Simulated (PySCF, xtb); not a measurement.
BrH3MgSi: where a starting geometry ends

The starting geometry of this gas-phase singlet was built from a drawn formula by distance geometry and a force field; its bonds are those of `[MgH][SiH2]Br`.

```yaml
atoms:
  - { symbol: Br, position_ang: [1.6740, -0.8597, 3.3528] }
  - { symbol: Mg, position_ang: [-2.0542, 0.1941, 3.5508] }
  - { symbol: Si, position_ang: [-0.0801, -0.3356, 2.0841] }
  - { symbol: H, position_ang: [-3.4284, 0.6152, 4.6094] }
  - { symbol: H, position_ang: [-0.4248, -1.4864, 1.2437] }
  - { symbol: H, position_ang: [0.2417, 0.8693, 1.2882] }
```

**Question.** Predict what it relaxes into with r2SCAN-D4/def2-SVP.

**Answer.** A new bond forms, giving a structure with Br1 bridging Mg2 and Si3, given below by its coordinates. Contacts that close: Br1–Mg2 (3.88 → 2.72 Å).

The energy falls by 0.25 eV over 21 steps:

```
step  E − E(last) (eV)
   1             0.253
   3             0.087
   5             0.075
   8             0.065
  10             0.056
  12             0.035
  14             0.010
  17             0.001
  19             0.000
  21             0.000
```

Final geometry (Å):

```xyz
6

Br    0.8109   -0.6066    3.6379
Mg   -1.8051    0.1394    3.5814
Si   -0.3220   -0.2487    1.5212
H    -2.9643    0.4523    4.7777
H    -0.0419   -1.5502    0.8267
H     0.6093    0.7269    0.8613
```

From the same start GFN2-xTB reaches the same bonding as this run.

The end wasn't checked by frequencies. Run with PySCF 2.14.0, 2.6 min on 2 threads of Intel(R) Xeon(R) Platinum 8259CL CPU @ 2.50GHz (Skylake/Cascade Lake), on a shared host.
